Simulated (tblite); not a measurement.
Compound: C₅H₄BFO₂.
Bonds: B1–C2, C2–C3, C3–C4 (double), C4–C5, C5–O6 (double), C5–O7, O7–C8, C8–F9, C2–C8 (double). Hydrogens: H10, H11 on B1; H12 on C3; H13 on C4.

Computed with GFN2-xTB (tblite), gas phase: L-BFGS steps from a force-field or distance-geometry start until the largest atomic force falls under 0.01 eV/Å.

Step 1: E = -729.5735 eV
```
atom  x, y, z in Å  |  force x, y, z in eV/Å
B1      2.2264    0.5289   -0.2437    0.119  -0.095  -0.020
C2      0.7600    0.0545   -0.0848    0.065   0.775   0.048
C3     -0.3359    1.0300   -0.0280    2.037  -0.048  -0.267
C4     -1.5850    0.6418    0.1049   -1.649  -0.505   0.312
C5     -1.9569   -0.7653    0.2321    3.809   2.182  -0.603
O6     -3.0302   -1.1592    0.3504   -3.779  -2.072   0.501
O7     -0.8585   -1.6647    0.1744    0.349  -0.502   0.059
C8      0.3923   -1.2532    0.0376    0.051   0.404  -0.117
F9      1.3217   -2.2332    0.0055   -1.059   0.393   0.088
H10     2.4818    1.6737   -0.3303   -0.160  -0.222   0.027
H11     3.0875   -0.2646   -0.2801   -0.092   0.084   0.006
H12    -0.0817    2.0804   -0.1146    0.080  -0.193   0.008
H13    -2.4259    1.3313    0.1586    0.230  -0.200  -0.042
```

Step 2: E = -729.7134 eV
```
atom  x, y, z in Å  |  force x, y, z in eV/Å
B1      2.2271    0.5279   -0.2439    0.235  -0.045  -0.028
C2      0.7663    0.0577   -0.0843   -0.144   0.921   0.032
C3     -0.3239    1.0304   -0.0302    0.921  -0.368  -0.124
C4     -1.5953    0.6409    0.1076   -0.174  -0.056   0.111
C5     -1.9319   -0.7453    0.2270   -1.307  -0.821   0.079
O6     -3.0593   -1.1783    0.3547    1.378   0.058  -0.102
O7     -0.8506   -1.6736    0.1750    0.070   0.226   0.024
C8      0.3930   -1.2459    0.0360   -0.142   0.023  -0.052
F9      1.3079   -2.2275    0.0066   -0.775   0.260   0.065
H10     2.4800    1.6709   -0.3299   -0.138  -0.169   0.021
H11     3.0862   -0.2636   -0.2800   -0.040   0.037   0.003
H12    -0.0805    2.0782   -0.1145    0.131  -0.048  -0.007
H13    -2.4235    1.3287    0.1582   -0.015  -0.018  -0.021
```

Step 3: E = -729.7506 eV
```
atom  x, y, z in Å  |  force x, y, z in eV/Å
B1      2.2302    0.5272   -0.2443    0.120  -0.006  -0.016
C2      0.7647    0.0706   -0.0838    0.213   0.081   0.025
C3     -0.3082    1.0259   -0.0323   -0.480  -0.157   0.017
C4     -1.6010    0.6391    0.1096    0.790  -0.063  -0.008
C5     -1.9395   -0.7505    0.2267   -0.310  -0.104  -0.017
O6     -3.0507   -1.1821    0.3545    0.302  -0.391   0.011
O7     -0.8490   -1.6720    0.1754    0.100   0.164   0.007
C8      0.3914   -1.2448    0.0351   -0.211   0.489  -0.054
F9      1.2961   -2.2235    0.0076   -0.530   0.101   0.048
H10     2.4780    1.6683   -0.3296   -0.088  -0.099   0.012
H11     3.0855   -0.2629   -0.2799    0.016  -0.027   0.000
H12    -0.0788    2.0772   -0.1146    0.147  -0.048  -0.010
H13    -2.4232    1.3280    0.1578   -0.069   0.060  -0.015
```

Q: Estimate the geometry and energy of step 4. (The exact step hangs on the optimiser's Hessian estimate; all steps are aligned on step 3, rigid shifts and turns removed.)

A: E = -729.7729 eV, largest force 0.465 eV/Å
```
atom  x, y, z in Å  |  force x, y, z in eV/Å
B1      2.2335    0.5266   -0.2447    0.054   0.000  -0.005
C2      0.7684    0.0775   -0.0832    0.214  -0.126   0.007
C3     -0.3078    1.0215   -0.0331   -0.151   0.246  -0.010
C4     -1.5921    0.6375    0.1107    0.015  -0.098   0.033
C5     -1.9451   -0.7520    0.2257    0.220   0.063  -0.033
O6     -3.0456   -1.1921    0.3551   -0.114  -0.449   0.039
O7     -0.8456   -1.6700    0.1758   -0.055   0.217  -0.003
C8      0.3875   -1.2356    0.0336   -0.141   0.429  -0.029
F9      1.2810   -2.2194    0.0089   -0.314  -0.001   0.030
H10     2.4755    1.6653   -0.3292   -0.041  -0.010   0.002
H11     3.0853   -0.2629   -0.2799    0.067  -0.075  -0.003
H12    -0.0756    2.0757   -0.1148    0.096  -0.119  -0.004
H13    -2.4238    1.3283    0.1573    0.151  -0.077  -0.025
```

The energy changes by -0.0222 eV. The first-order estimate −F·Δx gives -0.0324 eV and the mean of the old and new forces, exact on a quadratic surface, -0.0222 eV. The step makes an angle of 31° with the force vector and moves no atom by more than 0.016 Å.

The cost below is that of the whole relaxation. On an Intel Xeon at 2.50 GHz with one thread, shared host, this took 0.43 s wall.
